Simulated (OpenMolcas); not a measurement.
Levels of N+ by method

| Quantity | Value |
| --- | --- |
| Program | OpenMolcas |
| Basis | ANO-R3 [4s4p2d1f] |
| Scalar Hamiltonian | X2C, finite nucleus |
| Active space | 2 electrons in 3 orbitals (2p) |
| State averaging | 2S+1 = 3 even, 3 roots; 2S+1 = 1 even, 6 roots |
| Spin-orbit coupling | RASSI with atomic mean-field integrals over the reference wave functions, term energies averaged over their components |

Methods on the same reference wave functions:
A. CASSCF
B. SS-CASPT2, IPEA 0.25 Eh, imaginary shift 0.1 Eh (closed shells correlated: 1s 2s)
C. XMS-CASPT2, IPEA 0.25 Eh, imaginary shift 0.1 Eh (closed shells correlated: 1s 2s)

Energies in cm-1 above 2s2 2p2 3P0, the measured ground level; measured values from NIST Handbook of Basic Atomic Spectroscopic Data.

```json
{"Level": "2s2 2p2 3P0", "A": "0.0", "B": "0.0", "C": "0.0", "Measured": "0.0"}
{"Level": "2s2 2p2 3P1", "A": "47.1", "B": "47.2", "C": "47.2", "Measured": "48.7"}
{"Level": "2s2 2p2 3P2", "A": "140", "B": "140", "C": "140", "Measured": "131"}
{"Level": "2s2 2p2 1D2", "A": "17793", "B": "15510", "C": "15510", "Measured": "15316"}
{"Level": "2s2 2p2 1S0", "A": "43844", "B": "35180", "C": "35950", "Measured": "32689"}
```

Deviations, from unrounded energies. A percentage is the sum of absolute deviations over the sum of measured energies, with the sign that they share, or ± where signs differ.

```csv
Against measurement,Levels,A,B,C
mean absolute deviation (cm-1),4,3400,670,870
fine structure of the ground term (%),2,±6.2,±6.2,±6.2
other terms of the ground configuration (%),2,+28.4,+5.6,+7.2
```

B lies closest to measurement on these levels and A furthest from it. The largest miss of B in the table is 2s2 2p2 1S0, by +2500 cm-1. The ranking rests on the paired levels alone, and a cruder setting can come out closer through cancelling errors.

Between B and C the level of the table that moves most is 2s2 2p2 1S0, by 780 cm-1 (lowest in B, highest in C). Moves below CASPT2's spread within the term are not significant.

The mean deviations of B to C differ by less than CASPT2's widest spread within a term (350 cm-1), so their order carries little weight.

From A to B the spin-free energies of the other terms of 2s2 2p2 shown, above 3P, scale by factors of 0.80 to 0.87.

The lowest spin-free term lies below A's lowest term by 0.092 hartree in B, 0.097 hartree in C.

CASPT2 breaks the degeneracy within a term, and the mean is taken; among the terms shown or strongly mixed into the levels shown the widest spread is 350 cm-1 (2s2 2p2 1D, C). With the s shell closed, the reference lacks s² → p² mixing. Without dynamic correlation excited terms often stand tens of per cent too high (terms of higher spin than the ground term too low), and those without a measured partner can miss by more than the paired ones (holds for A). Computed and measured levels are paired by configuration, term and J; levels that our copy of the source lacks, or whose pairing is in doubt (as where it misses far off the trend of its configuration), stay unpaired and out of the deviations. Levels of configurations outside the active space are missing.
